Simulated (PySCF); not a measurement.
Computed with B3LYP-D3(BJ)/def2-TZVP // PBE0-D4/def2-SVP (PySCF 2.14.0). Isolated molecules, 0 K electronic values unless said otherwise. One relaxed conformer stands for a flexible species; it need not be the lowest. B3LYP has the VWN-RPA correlation part, as in Gaussian. Excitations are Tamm–Dancoff values on a coarser integration grid. The basis has no diffuse functions, so Rydberg states are missing or too high.

Reference species: [In(H)3(NH3)] (neutral, multiplicity 1).

```
Property               Result
-------------------  --------
S1 excitation (TDA)   5.38 eV
S1–T1 gap (TDA)       0.20 eV
LUMO                 -0.87 eV
HOMO–LUMO gap         6.24 eV
```

After one change: the S1 excitation (TDA) decreases by 0.18 eV; the S1–T1 gap (TDA) rises by 0.05 eV; the LUMO falls by 0.38 eV; the HOMO–LUMO gap falls by 0.14 eV.

What was changed between the two runs? The new species is one of these.
A. [In(H)3(pyridine)]
B. [In(H)3(H2O)]
C. [In(H)3(N(CH3)3)]
D. [In(H)3(H2S)]

B, [In(H)3(H2O)]
